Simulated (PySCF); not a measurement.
Compound: C2H4BN.
Bonds: C1–C2 (triple), C2–B3, B3–N4. Hydrogens: H5 on C1; H6 on B3; H7, H8 on N4.

Computed by this run: PBE0-D3(BJ)/def2-SVP geometry optimisation, gas phase (PySCF); density fitting, grid level 1; the optimiser is geomeTRIC in internal coordinates, started from a GFN2-xTB structure with every atom displaced at random (about 0.01 Å).

Step 1: E = -4296.4125 eV
```
atom  x, y, z in Å  |  force x, y, z in eV/Å
C1      2.1550   -0.2704    0.5305    0.430  -0.592   0.068
C2      0.9930   -0.0158    0.2723   -0.086   0.402  -0.015
B3     -0.3970    0.5548   -0.0430   -0.187  -0.223  -0.069
N4     -1.4794   -0.2603   -0.3794    0.296   0.202   0.114
H5      3.1570   -0.6318    0.7416   -0.329   0.266  -0.053
H6     -0.5607    1.7515   -0.0059   -0.029   0.030  -0.004
H7     -1.4231   -1.2679   -0.4251   -0.008  -0.075  -0.018
H8     -2.3899    0.1214   -0.5877   -0.088  -0.009  -0.024
```

Step 2: E = -4296.4260 eV
```
atom  x, y, z in Å  |  force x, y, z in eV/Å
C1      2.1368   -0.2975    0.5236   -0.122  -0.317  -0.039
C2      0.9838    0.0046    0.2670    0.247   0.371   0.056
B3     -0.4016    0.5867   -0.0453   -0.038  -0.240  -0.009
N4     -1.4577   -0.2585   -0.3725   -0.040   0.131   0.007
H5      3.1275   -0.6606    0.7370   -0.011   0.105   0.008
H6     -0.5823    1.7823   -0.0089   -0.017  -0.023  -0.009
H7     -1.3686   -1.2656   -0.4150   -0.002   0.006  -0.005
H8     -2.3831    0.0900   -0.5825   -0.016  -0.034  -0.009
```

Step 3: E = -4296.4368 eV
```
atom  x, y, z in Å  |  force x, y, z in eV/Å
C1      2.1378   -0.3271    0.5206   -0.703   0.139  -0.149
C2      1.0012    0.0362    0.2651    0.208   0.006   0.027
B3     -0.3994    0.5847   -0.0486    0.091   0.202   0.061
N4     -1.4574   -0.2516   -0.3690   -0.144  -0.265  -0.063
H5      3.1222   -0.6637    0.7437    0.437  -0.128   0.096
H6     -0.6012    1.7775   -0.0141    0.027   0.005   0.003
H7     -1.3575   -1.2592   -0.4180   -0.048   0.053  -0.002
H8     -2.3906    0.0845   -0.5762    0.131  -0.010   0.027
```

Q: Estimate the geometry and energy of step 4. (The exact step hangs on the optimiser's Hessian estimate; all steps are aligned on step 3, rigid shifts and turns removed.)

A: E = -4296.4424 eV, largest force 0.196 eV/Å
```
atom  x, y, z in Å  |  force x, y, z in eV/Å
C1      2.1241   -0.3375    0.5161   -0.156   0.030  -0.024
C2      0.9990    0.0543    0.2645    0.005   0.060   0.000
B3     -0.4015    0.6018   -0.0458    0.085   0.037   0.021
N4     -1.4445   -0.2565   -0.3655   -0.147  -0.118  -0.052
H5      3.1133   -0.6811    0.7403    0.159  -0.058   0.031
H6     -0.6125    1.7930   -0.0158    0.000  -0.015   0.003
H7     -1.3449   -1.2632   -0.4144    0.040   0.035   0.017
H8     -2.3779    0.0706   -0.5759    0.014   0.029   0.006
```

The energy changes by -0.0057 eV. The first-order estimate −F·Δx gives -0.0099 eV and the mean of the old and new forces, exact on a quadratic surface, -0.0057 eV. The step makes an angle of 78° with the force vector and moves no atom by more than 0.020 Å.

What follows is the cost of the whole optimisation. On an Intel Xeon Platinum 8259CL at 2.50 GHz with one thread, no GPU (shared host), this took 25 s and 0.32 GiB of memory at its peak.
